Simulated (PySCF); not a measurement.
Br$_{2}$Ge (SMILES [Br][Ge][Br]), singlet, at a GFN2-xTB geometry; M062X/6-311G** (PySCF).

The PySCF input:
```python
from pyscf import gto, scf, dft

mol = gto.Mole()
mol.atom = '''
    Ge    0.01682949    0.00687689    1.03311619
    Br    1.00009172   -1.51961211   -0.47860423
    Br   -1.01547868    1.51332467   -0.46595914
'''
mol.basis = '6-311g**'
mol.verbose = 4
mol.build()

mf = dft.RKS(mol)
mf.xc = 'm062x'
mf.kernel()
mf.analyze()
```

The log (banner, timings and long lists left out):

```
PySCF version 2.14.0

[INPUT] verbose = 4
[INPUT] num. atoms = 3
[INPUT] num. electrons = 102
[INPUT] charge = 0
[INPUT] spin (= nelec alpha-beta = 2S) = 0
[INPUT] symmetry False subgroup None
[INPUT] Mole.unit = angstrom
[INPUT] Symbol           X                Y                Z      unit          X                Y                Z       unit  Magmom
[...]
nuclear repulsion = 679.708793928492
number of shells = 54
number of NR pGTOs = 252
number of NR cGTOs = 132
basis = 6-311g**
ecp = {}

******** <class 'pyscf.dft.rks.RKS'> ********
method = RKS
initial guess = minao
damping factor = 0
level_shift factor = 0
DIIS = <class 'pyscf.scf.diis.CDIIS'>
diis_start_cycle = 1
diis_space = 8
diis_damp = 0
SCF conv_tol = 1e-09
SCF conv_tol_grad = None
SCF max_cycles = 50
direct_scf = True
direct_scf_tol = 1e-13
XC library pyscf.dft.libxc version 7.1.2
    S. Lehtola, C. Steigemann, M. J. T. Oliveira, and M. A. L. Marques,  SoftwareX 7, 1–5 (2018)
XC functionals = m062x
    Y. Zhao and D. G. Truhlar,  Theor. Chem. Acc. 120, 215 (2008)
    Y. Zhao and D. G. Truhlar,  Theor. Chem. Acc. 120, 215 (2008)
radial grids:
    Treutler-Ahlrichs [JCP 102, 346 (1995); DOI:10.1063/1.469408] (M4) radial grids

becke partition: Becke, JCP 88, 2547 (1988); DOI:10.1063/1.454033
pruning grids: <function nwchem_prune>
grids dens level: 3
symmetrized grids: False
atomic radii adjust function: <function treutler_atomic_radii_adjust>
small_rho_cutoff = 0
Set gradient conv threshold to 3.16228e-05
Initial guess from minao.
tot grids = 61488
init E= -7216.24518723678
[...]
cycle= 1 E= -7225.30396609878  delta_E= -9.06  |g|= 2.75  |ddm|= 2.02
[...]
cycle= 2 E= -7225.3136486082  delta_E= -0.00968  |g|= 0.954  |ddm|= 1.31
[...]
cycle= 3 E= -7225.3677992631  delta_E= -0.0542  |g|= 0.568  |ddm|= 0.96
[...]
cycle= 4 E= -7225.40285679832  delta_E= -0.0351  |g|= 0.0918  |ddm|= 0.396
[...]
cycle= 5 E= -7225.40321496862  delta_E= -0.000358  |g|= 0.00552  |ddm|= 0.0278
[...]
cycle= 6 E= -7225.40322768688  delta_E= -1.27e-05  |g|= 0.00223  |ddm|= 0.015
[...]
cycle= 7 E= -7225.40322940698  delta_E= -1.72e-06  |g|= 0.000756  |ddm|= 0.00338
[...]
cycle= 8 E= -7225.4032296286  delta_E= -2.22e-07  |g|= 0.000248  |ddm|= 0.00156
[...]
cycle= 9 E= -7225.4032296508  delta_E= -2.22e-08  |g|= 7.04e-05  |ddm|= 0.0004
[...]
cycle= 10 E= -7225.40322965386  delta_E= -3.05e-09  |g|= 1.77e-05  |ddm|= 0.000169
[...]
cycle= 11 E= -7225.403229654  delta_E= -1.38e-10  |g|= 3.89e-06  |ddm|= 3.99e-05
[...]
Extra cycle  E= -7225.403229654  delta_E= -9.09e-12  |g|= 2.24e-06  |ddm|= 7.91e-06
converged SCF energy = -7225.403229654
**** SCF Summaries ****
Total Energy =                       -7225.403229654004463
Nuclear Repulsion Energy =             679.708793928491673
One-electron Energy =               -11418.148860541916292
Two-electron Energy =                 3513.036836959419816
Two-electron Coulomb Energy =         3775.026547236964234
DFT Exchange-Correlation Energy =     -261.989710277544191
HOMO-LUMO gap [eV] =                     6.469139515196735
**** MO energy ****
[...]
 ** Mulliken pop on meta-lowdin orthogonal AOs  **
 ** Mulliken pop  **
 ** Mulliken atomic charges  **
charge of    0Ge =      0.53418
charge of    1Br =     -0.26710
charge of    2Br =     -0.26709
Dipole moment(X, Y, Z, Debye):  0.03567,  0.01456,  2.19843
```
